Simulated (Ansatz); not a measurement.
Total energies of `C[Si](C)(C)C#Cc1ccc(-c2ccc(-c3ccc(-c4ccc(-c5ccc(-c6ccc(C#C[Si](C)(C)C)s6)s5)s4)s3)s2)s1` from Ansatz at PBE0-D4/def2-SVP, gas phase (1 Eh = 27.2114 eV = 2625.5 kJ/mol). The reference geometry is relaxed at PBE-D4/def2-SVP.

```tsv
state	geometry	energy (Eh)
charge 0 singlet	reference	-4277.40112
charge 1 doublet	reference	-4277.17750
charge -1 doublet	reference	-4277.46634
free C atom (triplet)	–	-37.76066
free Si atom (triplet)	–	-289.15194
free S atom (triplet)	–	-397.83788
free H atom (doublet)	–	-0.50029
```

Single mean-field runs in def2-SVP are fitted with def2-universal-jkfit.

(1) Work out the vertical ionisation energy to the doublet.

(2) Work out the vertical electron affinity, to the doublet.

(3) Give the fundamental gap IE − EA, the Mulliken electronegativity (IE + EA)/2 and the hardness (IE − EA)/2.

(4) What is the binding energy per atom against free atoms?

(1) E(charge 1 doublet) − E(charge 0 singlet) = -4277.17750 − (-4277.40112) = 0.22362 Eh = 6.09 eV. For comparison, −ε of the highest occupied level is 5.21 eV at this level, 0.88 eV less.

(2) E(charge 0 singlet) − E(charge -1 doublet) = -4277.40112 − (-4277.46634) = 0.06522 Eh = 1.77 eV. The basis lacks diffuse functions, which makes affinities too small.

(3) From the values in Eh: IE − EA = 0.22362 − 0.06522 = 0.15840 Eh = 4.31 eV; (IE + EA)/2 = 3.93 eV; (IE − EA)/2 = 2.16 eV. The HOMO–LUMO gap of the same run is 2.64 eV, 1.67 eV smaller than the fundamental gap.

(4) Atoms: 34 × (-37.76066) + 2 × (-289.15194) + 6 × (-397.83788) + 30 × (-0.50029) = -4264.20230 Eh. Binding: -4264.20230 − (-4277.40112) = 13.19882 Eh = 359.16 eV, or 4.99 eV for each of 72 atoms (no zero-point energy, no counterpoise term).
